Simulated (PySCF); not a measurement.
# Assigning NMR signals

Mapped SMILES: `[CH3:1][c:2]1[cH:3][p:4][c:5]([SiH3:6])[cH:7][p:8]1` (H(Xn): hydrogen on atom n).

Averaged over atoms made equivalent by symmetry, fast rotation or ring inversion, no relativistic terms, one computed conformer, isolated molecule. Shielding tensors at PBE0/pcSseg-1 (GIAO); coordinates at the GFN2-xTB level; PySCF 2.14.

Referencing at the same level of theory: 13C and 1H vs TMS.

**Question.** Assign these signals to the numbered atoms. 13C{1H} NMR (computed): δ 181.3, 175.8, 169.4, 166.1, 30.2.

**Answer.** 
181.3 → C2, substituted aromatic carbon
175.8 → C7, aromatic CH
169.4 → C5, substituted aromatic carbon
166.1 → C3, aromatic CH
30.2 → C1, methyl carbon on an aromatic ring: a saturated carbon with 1 carbon neighbour and no heteroatom attached

**Question.** Assign these signals to the numbered atoms. 1H NMR (400 MHz, computed): δ 10.05 (m, 1H), 9.71 (m, 1H), 4.86 (m, 3H), 3.03 (m, 3H).

**Answer.** 
10.05 → H(C7), hydrogen on an aromatic CH: ring-current deshielding
9.71 → H(C3), hydrogen on an aromatic CH
4.86 → H(Si6), hydrogen on a silicon bonded to C
3.03 → H(C1), hydrogen on a methyl carbon on an aromatic ring: benzylic-type position, deshielded by the ring

Splittings by 31P in the carbon and heteronuclear signals aren't shown, as no couplings were computed. Shifts are as computed. Against solution values, carbons near 30 ppm lie about +3 ppm off and those near 130 ppm about +5 ppm. Of 1211 compounds with measured shifts, 218 miss one by over three times the rms of a fit or turn the order of signals round; such compounds aren't used in these exercises. No couplings were computed; multiplicities are counted from neighbouring protons, with m where these are inequivalent, close in shift, in a saturated or five-membered ring or joined by F or P, and br s for small geminal =CH2 splittings.
